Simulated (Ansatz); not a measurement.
Input for Ansatz (an electronic-structure program): U-CCSD(T)/def2-TZVPP on ClHPb (SMILES [Cl][PbH]), a point of a bond scan (R = 2.235 Å). Elements past Kr take the def2 small-core potentials; no spin–orbit coupling. The run froze 14 orbitals, filled d shells among them.

Ansatz 0.2 input:
```yaml
crystal:
  periodic: [false, false, false]
  atoms:
    - {symbol: Pb, position_ang: [-0.21816163, -0.21253453, 0.29359630]}
    - {symbol: H, position_ang: [-1.60956265, -1.02179257, -1.25735042]}
    - {symbol: Cl, position_ang: [1.13334803, 1.07733808, -1.35741397]}
basis:
  gaussian:
    orbitals: def2-TZVPP
correlation: {method: ccsd_t, electrons: outside_noble_gas}
scf: {omitted_lower_state_checks: [cluster_reference]}
magnetization: {spin_polarized: true, initial_magnetization: 0}
```

Output:

```
WARN ansatz: RAYON_NUM_THREADS=1 ignored (pool sized by the plan → 1); use --threads N
Functional definition: HF
these checks for a lower state are left out or cut short: cluster_reference
integrals: 0.21 GiB planned
806 factors; integrals over basis functions are off by at most 1.1e-3 eV
mean field: 0.33 GiB planned
mean field evaluation 1: about -17739.1363 eV, gradient 1.2e1 eV
mean field evaluation 2: about -17739.1369 eV, gradient 1.2e1 eV
mean field evaluation 4: about -17740.2820 eV, gradient 9.8e-1 eV
mean field evaluation 8: about -17740.2984 eV, gradient 3.4e-4 eV
mean field evaluation 16: about -17740.2975 eV, gradient 1.0e-1 eV
mean field -17740.29838519 eV, -651.9439408498 hartree, gradient 2.2e-6 eV, S^2 0.000000; 4 other end points of the search recorded, 0 dependent functions left out
14 core orbitals not correlated
reference -17740.29838519 eV, -651.9439408498 hartree; 6, 6 occupied and 86, 86 virtual orbitals, 806 factors
second order -7.33064318 eV of doubles, -0.00000000 eV of singles
coupled cluster: 0.47 GiB planned
cycle   1  -7.87899289 eV  change   -5.5e-1 eV  update   7.5e-2
cycle   2  -8.12126533 eV  change   -2.4e-1 eV  update   2.9e-2
cycle   3  -8.18293982 eV  change   -6.2e-2 eV  update   1.6e-2
cycle   4  -8.17713198 eV  change    5.8e-3 eV  update   5.2e-3
cycle   5  -8.17681888 eV  change    3.1e-4 eV  update   1.8e-3
cycle   6  -8.17709326 eV  change   -2.7e-4 eV  update   6.4e-4
cycle   7  -8.17698547 eV  change    1.1e-4 eV  update   2.4e-4
cycle   8  -8.17701747 eV  change   -3.2e-5 eV  update   1.1e-4
cycle   9  -8.17703080 eV  change   -1.3e-5 eV  update   4.0e-5
cycle  10  -8.17701124 eV  change    2.0e-5 eV  update   1.4e-5
cycle  11  -8.17701488 eV  change   -3.6e-6 eV  update   5.4e-6
perturbative correction -0.33166772 eV, -0.0121885641 hartree
Total energy: -17748.80706780 eV, -652.2566291680 hartree
Checks for a lower state left out: cluster_reference
```

The run converged.

Cost: around 13 core-seconds (rough).
